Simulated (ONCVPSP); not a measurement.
**technetium (Tc) ONCV: all-electron and pseudo phase curves**

```json
{
  "Element": "technetium",
  "Generator": "ONCVPSP 4.0.1",
  "Type": "optimised norm-conserving Vanderbilt (ONCV)",
  "Functional": "PBE",
  "Relativity": "scalar-relativistic",
  "Frozen core": "[Ar] 3d10",
  "Valence charge": "15",
  "Reference configuration": "4s2 4p6 4d5 5s1 (charge +1)",
  "Partial waves": "4s+5s: rc 1.95 bohr, ncon 4, nbas 8, qcut 6.1 1/bohr, 2 projectors; 4p: rc 1.80 bohr, ncon 3, nbas 7, qcut 8 1/bohr, 2 projectors, debl 3.9 Ha; 4d: rc 1.35 bohr, ncon 4, nbas 7, qcut 7.9 1/bohr, 1 projector",
  "Local potential": "polynomial inside 1.10 bohr (lpopt 5, dvloc0 0 Ha)",
  "Core correction": "Teter function, fcfact 1.5, rcfact 1.5"
}
```

The phase is arctan(r·R′/R) of the radial function R(r), unwrapped; energies in Ha, scanned from -4 to 5 Ha. A pole is an energy at which the radial function vanishes at the test radius. The pseudo phase is shifted by a multiple of π to meet the all-electron one at the reference energy, and phase errors are pseudo minus all-electron; the curves can meet again beyond the range given. Levels narrower than the energy grid can be missing from the lists of poles.

```json
{"channel": "s", "radius (bohr)": "1.97", "reference energy (Ha)": "-0.42", "poles, all-electron": "-2.82, 3.48", "poles, pseudo": "-2.82, 2.84, 4.39", "unbroken range about the reference energy with phases within 0.05 rad": "below 2.9", "phase error 1 Ha above the reference energy (rad)": "-0.003"}
{"channel": "p", "radius (bohr)": "1.83", "reference energy (Ha)": "-1.94", "poles, all-electron": "-1.49", "poles, pseudo": "-1.49", "unbroken range about the reference energy with phases within 0.05 rad": "the whole range", "phase error 1 Ha above the reference energy (rad)": "-0.000"}
{"channel": "d", "radius (bohr)": "1.37", "reference energy (Ha)": "-0.52", "poles, all-electron": "2.55", "poles, pseudo": "2.42", "unbroken range about the reference energy with phases within 0.05 rad": "below 4.5", "phase error 1 Ha above the reference energy (rad)": "-0.002"}
```

Note: no bound ghost flagged; GHOST(+) flagged for s at 93.2 eV.

Phases in the d channel:

| E (Ha) | all-electron | pseudo |
| --- | --- | --- |
| -3.98 | 1.119 | 1.113 |
| -3.74 | 1.088 | 1.083 |
| -3.50 | 1.053 | 1.047 |
| -3.26 | 1.010 | 1.004 |
| -3.02 | 0.958 | 0.951 |
| -2.78 | 0.893 | 0.886 |
| -2.54 | 0.811 | 0.804 |
| -2.30 | 0.706 | 0.698 |
| -2.06 | 0.569 | 0.561 |
| -1.82 | 0.390 | 0.383 |
| -1.58 | 0.164 | 0.158 |
| -1.34 | -0.100 | -0.104 |
| -1.10 | -0.372 | -0.374 |
| -0.86 | -0.617 | -0.618 |
| -0.62 | -0.817 | -0.817 |
| -0.38 | -0.971 | -0.971 |
| -0.14 | -1.090 | -1.091 |
| 0.10 | -1.182 | -1.183 |
| 0.34 | -1.255 | -1.257 |
| 0.58 | -1.314 | -1.317 |
| 0.82 | -1.363 | -1.366 |
| 1.06 | -1.404 | -1.408 |
| 1.30 | -1.439 | -1.444 |
| 1.54 | -1.470 | -1.476 |
| 1.78 | -1.497 | -1.505 |
| 2.02 | -1.522 | -1.531 |
| 2.26 | -1.545 | -1.555 |
| 2.50 | -1.567 | -1.578 |
| 2.74 | -1.587 | -1.601 |
| 2.98 | -1.606 | -1.622 |
| 3.22 | -1.625 | -1.644 |
| 3.46 | -1.644 | -1.667 |
| 3.70 | -1.663 | -1.690 |
| 3.94 | -1.683 | -1.715 |
| 4.18 | -1.703 | -1.742 |
| 4.42 | -1.725 | -1.772 |
| 4.66 | -1.748 | -1.806 |
| 4.90 | -1.773 | -1.846 |
